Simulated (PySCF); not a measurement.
How methods differ on the interval between two levels of Ho²⁺

Ho²⁺ [Xe] 4f11 [4I15/2, M_J = 15/2] → Ho²⁺ [Xe] 4f10 6s1 [6I17/2, M_J = 17/2], as a difference of total energies. Calculation: PySCF 2.14, in x2c-TZVPall-2c with one added diffuse shell each of s, p, d, f type (12s12p11d5f1g, 147 functions); the two-component X2C-1e Hamiltonian. Correlated levels: [Ar] 3d10 frozen; the 18 highest virtual spinors dropped. "Screened" scales the spin-orbit matrix elements by Boettger's factors to mimic the two-electron term; Breit and QED terms are absent.

```json
{"method": "GHF (screened spin-orbit)", "interval between two levels (cm⁻¹)": "-6263.9"}
{"method": "GMP2 (screened spin-orbit)", "interval between two levels (cm⁻¹)": "24956"}
```

The labels give the starting determinants; with spin-orbit coupling the two ends relaxed to ⟨J²⟩ = 63.76, ⟨L²⟩ = 42.39, ⟨S²⟩ = 3.78 and ⟨J²⟩ = 80.80, ⟨L²⟩ = 43.00, ⟨S²⟩ = 8.53.
